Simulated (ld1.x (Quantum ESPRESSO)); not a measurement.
PBE PAW dataset for gold, scalar-relativistic all-electron reference.

ld1.x (Quantum ESPRESSO) 7.5 input, shortened:

```
&input
   title='Au', zed=79., rel=1, dft='PBE', iswitch=3,
   config='[Xe] 4f14 5d9 6s0 6p0'
 /
 &inputp
   pseudotype=3, lpaw=.true., tm=.true., lloc=-1, rcloc=1.45,
   nlcc=.true., new_core_ps=.true., rcore=0.90,
   which_augfun='PSQ', rmatch_augfun_nc=.true.
 /
6
6S  1  0   0.00   0.00  1.75  2.40  0.0
6S  1  0   0.00  -1.20  1.75  2.40  0.0
6P  2  1   0.00   0.00  2.30  2.95  0.0
6P  2  1   0.00   1.30  2.30  2.95  0.0
5D  3  2   9.00   0.00  1.75  1.90  0.0
5D  3  2   0.00  -1.65  1.75  1.90  0.0
 &test
   configts(1)='5d9 6s0 6p0'
 /
```

All-electron outer shells of the reference configuration (PBE, scalar-relativistic, ld1.x):

```json
{"shell": "5p", "level (eV)": "-81.30", "outermost node (bohr)": "0.52", "outermost maximum (bohr)": "0.96"}
{"shell": "5d", "level (eV)": "-27.33", "outermost node (bohr)": "0.56", "outermost maximum (bohr)": "1.20"}
{"shell": "6s", "level (eV)": "-22.76", "outermost node (bohr)": "1.10", "outermost maximum (bohr)": "2.13"}
{"shell": "6p", "level (eV)": "-14.61", "outermost node (bohr)": "1.29", "outermost maximum (bohr)": "2.70"}
```

(1) Estimate the cutoffs (Ry, on a coarse ladder) from which the occupation-weighted sum of valence levels, in a spherical-Bessel basis at the reference potential, stays within 10 and 1 mRy of its value at 400 Ry.

(2) Does the potential have ghost states?

(3) Is the overlap operator S = 1 + Σ q|β⟩⟨β| positive definite (Bessel basis up to 400 Ry)?

(4) Tests: 5d10 6s1 6p0; 5d10 6s0 6p0; 5d8 6s0 6p0; 5d9 6s2 6p0; 5d10 6s0 6p1; 5d9 6s1 6p0; 5d7 6s0 6p0. Which has the largest error in its energy relative to the reference configuration, and how large is it?

Results:

(1) 35 Ry and 50 Ry.

(2) Ghost states, extra bound levels that the all-electron valence spectrum of the same l lacks: s at -252.7 eV, p at -53.9 eV. A true bound ghost makes a file unfit for plane-wave use.

(3) Yes: its lowest eigenvalue is 0.17 (s channel).

(4) 5d7 6s0 6p0, with -384 meV (all-electron minus pseudo) on +81.59 eV.
